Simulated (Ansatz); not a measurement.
```tsv
atom	x (Å)	y (Å)	z (Å)
C	0.0000	-0.3199	-2.5472
C	0.0000	0.5172	-1.2774
C	0.0000	-0.3129	0.0000
C	0.0000	0.5172	1.2774
C	0.0000	-0.3199	2.5472
H	0.0000	0.3097	-3.4502
H	0.8874	-0.9716	-2.5971
H	-0.8874	-0.9716	-2.5971
H	-0.8797	1.1855	-1.2742
H	0.8797	1.1855	-1.2742
H	0.8803	-0.9824	0.0000
H	-0.8803	-0.9824	0.0000
H	-0.8797	1.1855	1.2742
H	0.8797	1.1855	1.2742
H	0.0000	0.3097	3.4502
H	-0.8874	-0.9716	2.5971
H	0.8874	-0.9716	2.5971
```

Basis set: 6-31G* (spherical functions). Frozen core: 5 orbitals. Charge 0, multiplicity 1.

Computed with Ansatz (development build ahead of 0.2.0); each method stands on the lowest determinant of its kind that the runs found. Restricted open shells among the atoms or ions are ROHF, correlated in semicanonical orbitals with singles.

The atomization energy at this shape (free ground-state atoms in the same class of orbitals less the molecule, no zero-point energy) of singlet C₅H₁₂:

```json
{"method": "RHF", "atomization energy": "1234.16 kcal/mol"}
```

Problem. What does RHF-MP2 give?

Solution. 1474.52 kcal/mol.
